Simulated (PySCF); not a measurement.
Electronic structure of Lu⁺ (lutetium, charge +1) at the UHF level

Configuration: [Xe] 4f14 5d1 6s1, high-spin 3D determinant (an excited configuration). Calculation: PySCF 2.14, in x2c-TZVPPall with one added diffuse shell each of s, p, d type (12s8p8d2f2g, 108 functions); scalar relativity by spin-free X2C-1e.

* Total energy: -14558.139704 hartree
* One-electron energy: -19981.1516 hartree
* Hartree (Coulomb) energy: 5723.2441 hartree
* Exchange energy: -300.2322 hartree
* ⟨S²⟩: 2.0031
* ⟨L²⟩: 6.020
* Sum of ⟨r⟩: 40.42 bohr
* Sum of ⟨r²⟩: 53.76 bohr²
* Traceless quadrupole moment −½Σ⟨3z² − r²⟩ along its main axis: 2.20 e·bohr²
* Langevin diamagnetic susceptibility: -42.6 ×10⁻⁶ cm³/mol

```
shell  electrons  mean orbital energy (hartree)  spread (hartree)  rms radius, mean of both spins (bohr)
 1s α          1                    -2339.05884                 0                                 0.0219
 1s β          1                    -2339.05798                 0                                 0.0219
 2s α          1                     -403.27595                 0                                 0.0884
 2s β          1                     -403.27325                 0                                 0.0884
 2p α          3                     -355.55487           0.00021                                 0.0801
 2p β          3                     -355.55312           0.00168                                 0.0801
 3s α          1                      -93.70817                 0                                  0.227
 3s β          1                      -93.70693                 0                                  0.227
 3p β          3                      -79.06308           0.00307                                  0.228
 3p α          3                      -79.06308           0.00282                                  0.228
 3d α          5                      -60.97071           0.00424                                  0.208
 3d β          5                      -60.96983           0.00320                                  0.208
 4s α          1                      -19.92681                 0                                  0.509
 4s β          1                      -19.92335                 0                                  0.509
 4p α          3                      -15.01340           0.00560                                  0.541
 4p β          3                      -15.01219           0.00798                                  0.541
 4d α          5                       -8.39530           0.01072                                  0.592
 4d β          5                       -8.39322           0.00971                                  0.592
 5s α          1                       -2.95690                 0                                   1.27
 5s β          1                       -2.92631                 0                                   1.27
 5p α          3                       -1.70369           0.01592                                   1.50
 5p β          3                       -1.66104           0.03323                                   1.50
 4f α          7                       -1.06501           0.00768                                  0.799
 4f β          7                       -1.06262           0.01171                                  0.799
 6s α          1                       -0.46384                 0                                   3.70
 5d α          1                       -0.43740                 0                                   2.78
```

Spin-orbit coupling, absent here, splits the open shell strongly.

Densities and radii are taken from the X2C orbitals without a picture-change correction, which distorts them close to the nucleus.

Spin-orbit constants ζ (cm⁻¹) from the X2C one-electron operator on these orbitals: bare nucleus, nucleus screened by l(l+1)(2l+1)/3 electrons, and screened by the Breit-Pauli mean field of the electrons.

| shell | bare | screened nucleus | mean field |
| --- | --- | --- | --- |
| 2p | 5689000 | 5529000 | n/a |
| 3p | 1226000 | 1192000 | n/a |
| 3d | 191900 | 164900 | n/a |
| 4p | 273700 | 266000 | n/a |
| 4d | 36500 | 31360 | n/a |
| 4f | 5733 | 3472 | n/a |
| 5p | 31900 | 31000 | n/a |
| 5d | 1342 | 1153 | n/a |

To first order the Landé constant is A = 576.7 cm⁻¹, so the lowest level has J = 1 and lies 0.214 eV below the centre of the term. This holds in LS coupling only.
